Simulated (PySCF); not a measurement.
PySCF input file for Al(OH)(PH2)2 (AlH5OP2), SMILES [Al]([OH])([PH2])[PH2], PBE0/pcSseg-1. The structure is a stationary point at B3LYP-D3(BJ)/def2-SVP. The structure was generated by enumeration; whether it is a known compound was not checked. The values are those of a single conformer.

```python
import numpy as np
from pyscf import gto, scf, dft
from pyscf.prop.nmr import rks as nmr

mol = gto.M(
    atom='''
    Al    0.32802061   -0.18926812   -0.10701762
    O     1.77303635   -0.90988383   -0.66101958
    H     2.48086043   -1.30486660   -0.14460700
    P    -0.12659061    0.05427582    2.18146597
    H     0.27234410   -1.28582372    2.48812532
    H    -1.50577389   -0.28540387    2.01382023
    P    -0.98066169    0.78652981   -1.77445475
    H    -2.20828610    0.37012656   -1.16883441
    H    -0.87891869   -0.36656042   -2.61428671
    ''',
    basis='pcSseg-1',
    charge=0,
    spin=0,
    max_memory=1600,
    verbose=3,
)
mf = dft.RKS(mol, xc='pbe0')
mf.grids.level = 3
mf.conv_tol = 1e-10
mf.max_cycle = 100
mf.kernel()
n = nmr.NMR(mf)
n.verbose = 2
n.max_cycle_cphf = 60
sigma = n.kernel()
print('atom   isotropic/ppm   span/ppm')
for i, s in enumerate(sigma):
    w = np.linalg.eigvalsh((s + s.T) / 2)
    print(f'{mol.atom_symbol(i):2s}{i + 1:3d} {w.mean():14.3f} {w[2] - w[0]:11.3f}')
```

Program output:

```
converged SCF energy = -1002.93957547468
atom   isotropic/ppm   span/ppm
Al  1        327.154     172.299
O   2        242.634     137.017
H   3         28.100      17.621
P   4        608.216     128.853
H   5         30.121      12.745
H   6         30.221      12.361
P   7        615.023     134.285
H   8         30.343      12.512
H   9         29.850      13.167
```

The run converged.
